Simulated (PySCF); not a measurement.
# Spinor energies of Hf⁺ (hafnium, charge +1)

Start: [Xe] 4f14 6s2 6p1; 6p3/2 filled at m_j = +3/2. Calculated with PySCF 2.14 in x2c-TZVPall-2c with one added diffuse shell each of s, p, d type (12s12p11d2f, 117 functions): generalised Hartree-Fock with the X2C-1e Hamiltonian and a Gaussian nucleus; spin-orbit coupling (SO) screened by Boettger's factors. This is a chosen level, not necessarily the ground level.

```json
{"spinor shell": "1s1/2", "electrons": "2", "ε, screened SO (eV)": "-65687.6", "weight of nominal j (screened SO)": "1.000", "rms radius, screened SO (bohr)": "0.0215"}
{"spinor shell": "2s1/2", "electrons": "2", "ε, screened SO (eV)": "-11380.6", "weight of nominal j (screened SO)": "1.000", "rms radius, screened SO (bohr)": "0.0869"}
{"spinor shell": "2p1/2", "electrons": "2", "ε, screened SO (eV)": "-10849.8", "weight of nominal j (screened SO)": "1.000", "rms radius, screened SO (bohr)": "0.0740"}
{"spinor shell": "2p3/2", "electrons": "4", "ε, screened SO (eV)": "-9652.5", "weight of nominal j (screened SO)": "1.000", "rms radius, screened SO (bohr)": "0.0812"}
{"spinor shell": "3s1/2", "electrons": "2", "ε, screened SO (eV)": "-2663.0", "weight of nominal j (screened SO)": "1.000", "rms radius, screened SO (bohr)": "0.222"}
{"spinor shell": "3p1/2", "electrons": "2", "ε, screened SO (eV)": "-2427.9", "weight of nominal j (screened SO)": "1.000", "rms radius, screened SO (bohr)": "0.214"}
{"spinor shell": "3p3/2", "electrons": "4", "ε, screened SO (eV)": "-2166.7", "weight of nominal j (screened SO)": "1.000", "rms radius, screened SO (bohr)": "0.228"}
{"spinor shell": "3d3/2", "electrons": "4", "ε, screened SO (eV)": "-1773.2", "weight of nominal j (screened SO)": "1.000", "rms radius, screened SO (bohr)": "0.202"}
{"spinor shell": "4s1/2", "electrons": "2", "ε, screened SO (eV)": "-578.18", "weight of nominal j (screened SO)": "1.000", "rms radius, screened SO (bohr)": "0.498"}
{"spinor shell": "4p1/2", "electrons": "2", "ε, screened SO (eV)": "-480.43", "weight of nominal j (screened SO)": "1.000", "rms radius, screened SO (bohr)": "0.508"}
{"spinor shell": "4p3/2", "electrons": "4", "ε, screened SO (eV)": "-420.14", "weight of nominal j (screened SO)": "1.000", "rms radius, screened SO (bohr)": "0.541"}
{"spinor shell": "4d3/2", "electrons": "4", "ε, screened SO (eV)": "-259.00", "weight of nominal j (screened SO)": "1.000", "rms radius, screened SO (bohr)": "0.571"}
{"spinor shell": "4d5/2", "electrons": "6", "ε, screened SO (eV)": "-247.66", "weight of nominal j (screened SO)": "1.000", "rms radius, screened SO (bohr)": "0.583"}
{"spinor shell": "5s1/2", "electrons": "2", "ε, screened SO (eV)": "-94.366", "weight of nominal j (screened SO)": "1.000", "rms radius, screened SO (bohr)": "1.21"}
{"spinor shell": "5p1/2", "electrons": "2", "ε, screened SO (eV)": "-62.969", "weight of nominal j (screened SO)": "1.000", "rms radius, screened SO (bohr)": "1.34"}
{"spinor shell": "5p3/2", "electrons": "4", "ε, screened SO (eV)": "-54.534", "weight of nominal j (screened SO)": "1.000", "rms radius, screened SO (bohr)": "1.45"}
{"spinor shell": "4f5/2", "electrons": "6", "ε, screened SO (eV)": "-46.122", "weight of nominal j (screened SO)": "1.000", "rms radius, screened SO (bohr)": "0.738"}
{"spinor shell": "4f7/2", "electrons": "8", "ε, screened SO (eV)": "-44.418", "weight of nominal j (screened SO)": "1.000", "rms radius, screened SO (bohr)": "0.743"}
{"spinor shell": "6s1/2", "electrons": "2", "ε, screened SO (eV)": "-15.798", "weight of nominal j (screened SO)": "0.980", "rms radius, screened SO (bohr)": "3.30"}
{"spinor shell": "6p3/2", "electrons": "1", "ε, screened SO (eV)": "-10.352", "weight of nominal j (screened SO)": "1.000", "rms radius, screened SO (bohr)": "4.23"}
```

Problem. Where does 3d5/2 lie, and what is the 3d spin-orbit splitting (screened SO)?

Solution. At -1716.7 eV, 56.489 eV above 3d3/2.

| quantity | screened SO |
| --- | --- |
| E (hartree) | -15082.37550 |
| M_J | 3/2 |
| ⟨J²⟩ | 4.091 |
| ⟨L²⟩ | 2.349 |
| ⟨S²⟩ | 0.933 |

The determinant has a definite M_J but mixes levels of different J.

Each row is a mean over spinors that exchange with the open shell spreads, by up to 1.314 eV (6s1/2).

Breit and QED terms are absent; they matter most for the inner s and p1/2 levels.

Densities and radii are taken from the X2C orbitals without a picture-change correction, which distorts them close to the nucleus.
